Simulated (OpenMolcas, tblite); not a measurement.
**SnCl2F2 (SMILES [F][Sn]([F])([Cl])[Cl]): methods side by side**

SnCl2F2: 5 atoms, total charge 0, spin state singlet. As SMILES, `[F][Sn]([F])([Cl])[Cl]`. The shape is that of a PBE0-D4/def2-TZVP optimisation.

Each level gives the electronic atomisation energy (eV). The values are calculated. Electronic energies at fixed atoms, without zero-point motion or spin-orbit coupling.

| level | kind | program | value (eV) | less CCSD(T)/def2-SVP | CPU time (all runs) |
| --- | --- | --- | --- | --- | --- |
| GFN1-xTB | semi-empirical | tblite | 16.72 | +2.68 | 2.4 s |
| HF/def2-SVP (core potential) | Hartree–Fock | OpenMolcas | 9.86 | -4.18 | 20 s |
| SVWN5/def2-SVP (core potential) | LDA | OpenMolcas | 18.44 | +4.40 | 36 s |
| revPBE/def2-SVP (core potential) | GGA | OpenMolcas | 14.84 | +0.80 | 39 s |
| M06-L/def2-SVP (core potential) | meta-GGA | OpenMolcas | 15.74 | +1.70 | 63 s |
| BHLYP/def2-SVP (core potential) | global hybrid | OpenMolcas | 13.76 | -0.28 | 32 s |
| CCSD(T)/def2-SVP (core potential), open shells restricted | coupled cluster or CI | OpenMolcas | 14.04 | 0.00 | 1.7 min |

CCSD(T)/def2-SVP (core potential), open shells restricted is the highest level here, not the true value. The values span 9.86 to 18.44 eV. In the correlated wave-function rows the outer d shell of Sn is correlated, in sets not made for it. Times are those of the runs behind each value, whatever else they computed, on shared processors of several kinds: orders of magnitude only.
